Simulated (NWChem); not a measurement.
A series in which one site is exchanged, each optimised at PBE0/def2-SVP with NWChem, gas phase unless a solvent is named. Some are not confirmed as minima by frequencies. def2 effective core potentials on Cd, I; no spin-orbit coupling.

A: [Cl][Mg][I] (MgICl; site = Mg)
B: Cl[Se]I (SeICl; site = Se)
C: [I][Cd][Cl] (CdICl; site = Cd)
D: [Cl][Be][I] (BeICl; site = Be)

```tsv
quantity	A	B	C	D
dipole (D), PBE0/def2-SVP	0.50	(withheld)	0.65	0.39
orbital gap (eV), PBE0/def2-SVP	5.96	(withheld)	5.61	7.58
vertical ionisation energy, ΔSCF, CAM-B3LYP/def2-SVP (eV)	10.21	(withheld)	10.14	10.57
static polarisability, CAM-B3LYP/def2-SVPD (bohr³)	72.3	(withheld)	80.5	62.4
lowest singlet excitation, CAM-B3LYP/def2-SVPD, TDA (eV)	4.86	(withheld)	4.47	6.13
```

What belongs in the gaps?


- dipole (D), PBE0/def2-SVP, B: 0.98
- orbital gap (eV), PBE0/def2-SVP, B: 3.60
- vertical ionisation energy, ΔSCF, CAM-B3LYP/def2-SVP (eV), B: 9.03
- static polarisability, CAM-B3LYP/def2-SVPD (bohr³), B: 79.9
- lowest singlet excitation, CAM-B3LYP/def2-SVPD, TDA (eV), B: 2.24
